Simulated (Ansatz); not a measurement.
A search over several starts for the lowest SCF solution of the cluster Si₂Mo₅⁻ at the given spin, in a small basis.

```yaml
crystal:
  periodic: [false, false, false]
  atoms:
    - {symbol: Mo, position_ang: [1.366296, -0.176047, 0.440805]}
    - {symbol: Mo, position_ang: [-0.119174, 1.584421, -0.678144]}
    - {symbol: Mo, position_ang: [-0.702242, 0.320918, 1.291053]}
    - {symbol: Mo, position_ang: [-0.120652, -1.787060, -0.587793]}
    - {symbol: Mo, position_ang: [0.328486, -0.289662, -2.191656]}
    - {symbol: Si, position_ang: [-1.931974, -0.091025, -1.103555]}
    - {symbol: Si, position_ang: [1.179259, 0.438455, 2.829281]}
basis:
  gaussian: {orbitals: def2-SVP, initial_orbitals: start.molden}
total_charge: -1
magnetization: {spin_polarized: true, initial_magnetization: 1}
hamiltonian: {xc: pbe0, dispersion: d4}
output: {orbitals: {seedname: orbitals}}
```

The file start.molden holds the orbitals of an earlier run on this structure, at another level or in another basis.

```sh
$ ansatz run in.yaml --threads 4 --pin off --events-out ev --progress --plain --max-ram 4787MiB
```

Output, abridged:

```
Functional definition: PBE0
1967 factors; integrals over basis functions are off by at most 4.8e-4 eV
mean field evaluation 1: about -24899.3016 eV, gradient 3.4e2 eV
mean field evaluation 2: about -24943.5755 eV, gradient 4.1e1 eV
mean field evaluation 4: about -24981.7937 eV, gradient 2.1e1 eV
mean field evaluation 8: about -25016.9906 eV, gradient 7.0e0 eV
mean field evaluation 16: about -25019.3328 eV, gradient 1.5e-1 eV
mean field evaluation 32: about -25014.6937 eV, gradient 3.3e1 eV
mean field evaluation 64: about -25018.9333 eV, gradient 2.2e0 eV
mean field -25019.33367987 eV, -919.4435540219 hartree, gradient 9.0e-6 eV, S^2 1.225060; 10 other end points of the search recorded, 0 dependent functions left out
reference -25019.33370908 eV, -919.4435550953 hartree; 50, 49 occupied and 141, 142 virtual orbitals, 1967 factors
Total energy: -25019.94157914 eV, -919.4658939078 hartree
```

It took 90 s on 4 threads of Arm Neoverse V2 on a shared host, peak host memory 1.2 GiB.

In the def2 sets Mo takes a core potential; there is no spin–orbit coupling. The charge -1 doublet is spin-contaminated (final ⟨S²⟩ up to 1.23, 0.75 for a pure state). The structure comes from a short search, and lower isomers may exist.
